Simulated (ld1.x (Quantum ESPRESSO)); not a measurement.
# Reading a pseudo-wave (Zr (Z = 40))

Columns: radius, all-electron u(r) and pseudo u(r) of the 4s shell (level -54.51 eV) of zirconium in the configuration [Ar] 3d10 4s2 4p6 4d2 5s2 5p0; LDA (PZ), scalar-relativistic, PAW scheme, ld1.x (Quantum ESPRESSO) 7.5.

```csv
r (bohr),all-electron,pseudo
0.140,-0.2894,-0.2780
0.280,0.4627,-0.5375
0.420,0.4583,-0.7618
0.560,-0.0354,-0.9379
0.700,-0.5372,-1.0575
0.840,-0.8707,-1.1176
0.980,-1.0255,-1.1209
1.120,-1.0462,-1.0748
1.260,-0.9832,-0.9901
1.400,-0.8770,-0.8801
1.540,-0.7547,-0.7579
1.680,-0.6333,-0.6356
1.820,-0.5214,-0.5223
1.960,-0.4233,-0.4234
2.100,-0.3400,-0.3400
2.240,-0.2707,-0.2707
2.380,-0.2141,-0.2141
2.520,-0.1683,-0.1683
2.660,-0.1318,-0.1318
2.800,-0.1028,-0.1028
2.940,-0.0799,-0.0799
3.080,-0.0620,-0.0620
3.220,-0.0480,-0.0480
3.360,-0.0370,-0.0370
3.500,-0.0285,-0.0285
3.640,-0.0220,-0.0220
```

**Question.** How many radial nodes do the two functions have?

**Answer.** The all-electron 4s function has n − l − 1 = 3 (the table is too coarse to show those close to the nucleus); the pseudo-wave has 0, since the states of the same l below it are removed with the core.

**Question.** At about which radius was the pseudo-wave matched?

**Answer.** 2.05 bohr, where the columns begin to agree (steps of 0.14 bohr).

**Question.** Is the pseudo-wave norm-conserving?

**Answer.** No, it belongs to a PAW set: the norm inside the radius is not constrained, and the difference is carried by the augmentation charge.
